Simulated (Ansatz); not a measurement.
Job for Ansatz (a quantum-chemistry and plane-wave program): R-PBE0/def2-TZVPP on C2H8Sn (SMILES [CH3][SnH2][CH3]), a point of a torsion scan. Elements past Kr take the def2 small-core potentials; no spin–orbit coupling.

Ansatz 0.2 input:
```yaml
crystal:
  periodic: [false, false, false]
  atoms:
    - {symbol: C, position_ang: [1.76196785, -0.56026225, -0.11871479]}
    - {symbol: Sn, position_ang: [0.05007018, 0.76218589, 0.02003138]}
    - {symbol: C, position_ang: [-0.15529220, 1.98115476, -1.75421444]}
    - {symbol: H, position_ang: [2.46467930, -0.36232288, 0.68145052]}
    - {symbol: H, position_ang: [1.45258291, -1.59622646, -0.05285704]}
    - {symbol: H, position_ang: [2.27038807, -0.41426158, -1.06478909]}
    - {symbol: H, position_ang: [-1.35261734, -0.12294252, 0.27117794]}
    - {symbol: H, position_ang: [0.17729789, 1.74262556, 1.37522938]}
    - {symbol: H, position_ang: [-1.01506823, 2.63528998, -1.67817709]}
    - {symbol: H, position_ang: [-0.27897938, 1.35133908, -2.62801432]}
    - {symbol: H, position_ang: [0.72979400, 2.59174288, -1.89327740]}
basis:
  gaussian:
    orbitals: def2-TZVPP
hamiltonian:
  xc: {name: PBE0}
scf: {lower_state_search: off}
```

**Question.** Give the final energy of this run.

**Answer.** -295.2385 hartree.
